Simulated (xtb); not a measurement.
Input file for xtb: GFN2-xTB on GaH3Se (SMILES [GaH2][SeH]), a point of a bond scan (R = 2.207 Å).

```
$ xtb mol.xyz --gfn 2 --sp --chrg 0 --uhf 0
5

Ga     0.27485932     0.01121965    -1.15295017
H     -0.80375620    -0.57601799    -2.11691732
H      1.66169621     0.60371444    -1.55587958
Se    -0.30399105    -0.02839877     1.11359069
H      1.58767088     0.89927845     1.77145763
```

Give the final energy of this run.

-5.8538 hartree.
